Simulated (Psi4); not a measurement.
C₂H₈BNOSe (SMILES CN(C)B(O)[SeH]), singlet, geometry from GFN2-xTB; R2SCAN/def2-TZVP run with Psi4.

Here is a job for Psi4.
```
memory 2 GB

molecule {
0 1
B    -0.43339263    0.47625837    0.02890618
N    -1.28448408   -0.52815916   -0.44379611
C    -2.69315993   -0.34022882   -0.72109426
C    -0.86676686   -1.88653949   -0.71714767
H    -2.90377158   -0.55881915   -1.77293308
H    -3.29348819   -1.01486086   -0.10223929
H    -3.00008855    0.68289972   -0.51341162
H    -1.43086565   -2.58975522   -0.09677930
H    -1.04079172   -2.13329538   -1.76900487
H     0.19427884   -2.00672188   -0.50244707
O    -0.77205186    1.75556395    0.29911463
H    -1.67664738    2.03314819    0.16387386
Se    1.47341665    0.13958346    0.38179997
H     1.74953548    1.47348735    0.81031890
}

set {
  basis def2-tzvp
}

energy('r2scan')
print_variables()
```

Output, abridged:

```
   => Loading Basis Set <=

    Name: DEF2-TZVP
    Role: ORBITAL
    Keyword: BASIS

         ---------------------------------------------------------
                                   SCF
               by Justin Turney, Rob Parrish, Andy Simmonett
                          and Daniel G. A. Smith
                              RKS Reference
         ---------------------------------------------------------

  ==> Geometry <==

    Molecular point group: c1
    Full point group: C1

    Geometry (in Angstrom), charge = 0, multiplicity = 1:

       Center              X                  Y                   Z               Mass
    ------------   -----------------  -----------------  -----------------  -----------------
         B           -0.619246861790     0.435632451625    -0.025536830223    11.009305360000
         N           -1.470338311790    -0.568785078375    -0.498239120223    14.003074004430
         C           -2.879014161790    -0.380854738375    -0.775537270223    12.000000000000
         C           -1.052621091790    -1.927165408375    -0.771590680223    12.000000000000
         H           -3.089625811790    -0.599445068375    -1.827376090223     1.007825032230
         H           -3.479342421790    -1.055486778375    -0.156682300223     1.007825032230
         H           -3.185942781790     0.642273801625    -0.567854630223     1.007825032230
         H           -1.616719881790    -2.630381138375    -0.151222310223     1.007825032230
         H           -1.226645951790    -2.173921298375    -1.823447880223     1.007825032230
         H            0.008424608210    -2.047347798375    -0.556890080223     1.007825032230
         O           -0.957906091790     1.714938031625     0.244671619777    15.994914619570
         H           -1.862501611790     1.992522271625     0.109430849777     1.007825032230
         SE           1.287562418210     0.098957541625     0.327356959777    79.916521800000
         H            1.563681248210     1.432861431625     0.755875889777     1.007825032230

  Running in c1 symmetry.

  Rotational constants: A =      0.13361  B =      0.04512  C =      0.03416 [cm^-1]
  Rotational constants: A =   4005.49983  B =   1352.62739  C =   1024.19203 [MHz]
  Nuclear repulsion =  415.852572846064675

  Charge       = 0
  Multiplicity = 1
  Electrons    = 74
  Nalpha       = 37
  Nbeta        = 37

  ==> Algorithm <==

  SCF Algorithm Type is DF.
  DIIS enabled.
  MOM disabled.
  Fractional occupation disabled.
  Guess Type is SAD.
  Energy threshold   = 1.00e-06
  Density threshold  = 1.00e-06
  Integral threshold = 1.00e-12

  ==> Primary Basis <==

  Basis Set: DEF2-TZVP
    Blend: DEF2-TZVP
    Number of shells: 103
    Number of basis functions: 251
    Number of Cartesian functions: 283
    Spherical Harmonics?: true
    Max angular momentum: 3

  ==> DFT Potential <==

   => LibXC <=

    Version 7.1.2
    S. Lehtola, C. Steigemann, M. J. T. Oliveira, and M. A. L. Marques,  SoftwareX 7, 1–5 (2018) (10.1016/j.softx.2017.11.002)

   => Composite Functional: R2SCAN <=

    r2SCAN Meta-GGA XC Functional  (0.1021/acs.jpclett.0c02405)
    J. W. Furness, A. D. Kaplan, J. Ning, J. P. Perdew, J. Sun  J. Phys. Chem. Lett.  11, 8208–8215, 2020

    Deriv               =              1
    GGA                 =           TRUE
    Meta                =           TRUE

    Exchange Hybrid     =          FALSE
    MP2 Hybrid          =          FALSE

   => Exchange Functionals <=

    1.0000   XC_MGGA_X_R2SCAN

   => Correlation Functionals <=

    1.0000   XC_MGGA_C_R2SCAN

   => LibXC Density Thresholds  <==

    XC_MGGA_C_R2SCAN:  1.00E-15
    XC_MGGA_X_R2SCAN:  1.00E-11

   => Molecular Quadrature <=

    Radial Scheme          =       TREUTLER
    Pruning Scheme         =           NONE
    Nuclear Scheme         =       TREUTLER

    Blocking Scheme        =         OCTREE
    BS radius alpha        =              1
    Pruning alpha          =              1
[...]
  Using in-core AOs.

  ==> MemDFJK: Density-Fitted J/K Matrices <==

    J tasked:                   Yes
    K tasked:                    No
    wK tasked:                   No
    Algorithm:                 Core
    Schwarz Cutoff:           1E-12
    Mask sparsity (%):       5.2507
    Fitting Condition:        1E-10

   => Auxiliary Basis Set <=

  Basis Set: (DEF2-TZVP AUX)
    Blend: DEF2-UNIVERSAL-JKFIT
    Number of shells: 233
    Number of basis functions: 789
    Number of Cartesian functions: 984
    Spherical Harmonics?: true
    Max angular momentum: 5

  Minimum eigenvalue in the overlap matrix is 1.9089650273E-04.
  Reciprocal condition number of the overlap matrix is 2.0639755173E-05.
    Using symmetric orthogonalization.

  ==> Pre-Iterations <==

  SCF Guess: Superposition of Atomic Densities via on-the-fly atomic UHF (no occupation information).

   -------------------------
    Irrep   Nso     Nmo
   -------------------------
     A        251     251
   -------------------------
    Total     251     251
   -------------------------

  ==> Iterations <==

                           Total Energy        Delta E     RMS |[F,P]|

   @DF-RKS iter SAD: -2634.59685191937524   -2.63460e+03   0.00000e+00
   @DF-RKS iter   1: -2636.09564148233721   -1.49879e+00   9.84534e-03 DIIS/ADIIS
   @DF-RKS iter   2: -2634.97843628483770    1.11721e+00   1.27901e-02 DIIS/ADIIS
   @DF-RKS iter   3: -2637.39825220677812   -2.41982e+00   1.51746e-03 DIIS/ADIIS
   @DF-RKS iter   4: -2637.43216905214604   -3.39168e-02   9.78236e-04 DIIS/ADIIS
   @DF-RKS iter   5: -2637.45679350528462   -2.46245e-02   2.21880e-04 DIIS/ADIIS
   @DF-RKS iter   6: -2637.45785389676803   -1.06039e-03   6.15263e-05 DIIS
   @DF-RKS iter   7: -2637.45793458236722   -8.06856e-05   1.91059e-05 DIIS
   @DF-RKS iter   8: -2637.45794643727731   -1.18549e-05   4.83529e-06 DIIS
   @DF-RKS iter   9: -2637.45794731812703   -8.80850e-07   9.85385e-07 DIIS
  Energy and wave function converged.

  ==> Post-Iterations <==

   Electrons on quadrature grid:
      Ntotal   =   74.0000005867 ; deviation = 5.867e-07

    Orbital Energies [Eh]
    ---------------------

    Doubly Occupied:

[...]
      37A     -0.201982

    Virtual:

[...]
     251A     43.627571

    Final Occupation by Irrep:
              A
    DOCC [    37 ]
    NA   [    37 ]
    NB   [    37 ]

  @DF-RKS Final Energy: -2637.45794731812703

   => Energetics <=

    Nuclear Repulsion Energy =            415.8525728460646746
    One-Electron Energy =               -4491.5567961057522552
    Two-Electron Energy =                1558.8446513057608627
    DFT Exchange-Correlation Energy =    -120.5983753641997822
    Empirical Dispersion Energy =           0.0000000000000000
    VV10 Nonlocal Energy =                  0.0000000000000000
    Total Energy =                      -2637.4579473181270259

Computation Completed

Properties will be evaluated at   0.000000,   0.000000,   0.000000 [a0]

Properties computed using the SCF density matrix

 Multipole Moments:

 ------------------------------------------------------------------------------------
     Multipole            Electronic (a.u.)      Nuclear  (a.u.)        Total (a.u.)
 ------------------------------------------------------------------------------------

 L = 1.  Multiply by 2.5417464519 to convert [e a0] to [Debye]
 Dipole X            :         24.6615049          -25.9898062           -1.3283012
 Dipole Y            :          5.5337651           -5.6811178           -0.1473528
 Dipole Z            :          7.2632257           -7.6132958           -0.3500702
 Magnitude           :                                                    1.3815376

 ------------------------------------------------------------------------------------

  Variable Map:
  ----------------------------------------------------------------------------
[...]
  Array Variable Map:
  ----------------------------------------------------------------------------
[...]
[...]
```
